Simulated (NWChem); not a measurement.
CH₆O₂Si₂; SMILES O=CO[SiH2][SiH3]

```xyz
11

O     -1.5736     1.0723     0.0000
C     -0.6479     1.8370     0.0000
O      0.6330     1.4990     0.0000
Si     1.2126    -0.1319     0.0000
Si    -0.5219    -1.7098     0.0000
H     -0.7646     2.9410     0.0000
H      2.0763    -0.2287     1.2124
H      2.0763    -0.2287    -1.2124
H     -1.3484    -1.6044    -1.2353
H     -1.3484    -1.6044     1.2353
H      0.1517    -3.0517     0.0000
```
Atoms are numbered in this order, from 1.

Results from NWChem. Pople sets run with spherical d functions. The geometry was optimised at PBE0/def2-SVP. Field at 589 nm.

For level B3LYP/6-31G*:

```
Property                          Result
--------------------------------  ------
isotropic polarisability (bohr³)    64.2
anisotropy (bohr³)                  23.3
```

**Question.** How do the values read with level B3LYP/def2-SVP instead?

**Answer.** The isotropic polarisability (bohr³) is 68.6. The anisotropy (bohr³) is 20.3.
